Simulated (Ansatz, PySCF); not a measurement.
1,1-dichloro-3-fluoropropa-1,2-diene (C3HCl2F), SMILES FC=C=C(Cl)Cl.

Geometry: PBE0-D3(BJ)/def2-SVP.

Vertical ionisation energy (IE) and electron affinity (EA) in eV. Rows of orbital energies are one-electron estimates. Where ΔSCF, EOM or ADC give a negative EA the extra electron is unbound and the value depends on the basis.

```
level                                                                        IE     EA
------------------------------------------------------------------------  -----  -----
−ε(HOMO), −ε(LUMO), B3LYP/def2-TZVP (PySCF)                                7.64   1.38
−ε(HOMO), −ε(LUMO), PBE/def2-TZVP (PySCF)                                     …      …
ΔSCF, CAM-B3LYP/def2-SVPD (Ansatz), final states of multiplicity 2 and 2  10.10  -0.45
ΔSCF, PBE/def2-SVPD (Ansatz), final states of multiplicity 2 and 2         9.73  -0.44
```

Problem. Complete the blanks. (The exact figures need the calculation; the answer reports its results.)

Solution. 
- −ε(HOMO), −ε(LUMO), PBE/def2-TZVP (PySCF), IE: 6.66
- −ε(HOMO), −ε(LUMO), PBE/def2-TZVP (PySCF), EA: 2.09

Problem. What vertical singlet–triplet gap does ΔSCF give with CAM-B3LYP/def2-SVPD (Ansatz, a quantum-chemistry and plane-wave program) and with PBE/def2-SVPD (Ansatz)? (An estimate is asked for; the answer gives what the named calculation found.)

Solution. 3.92 and 3.87 eV (triplet above singlet where positive).
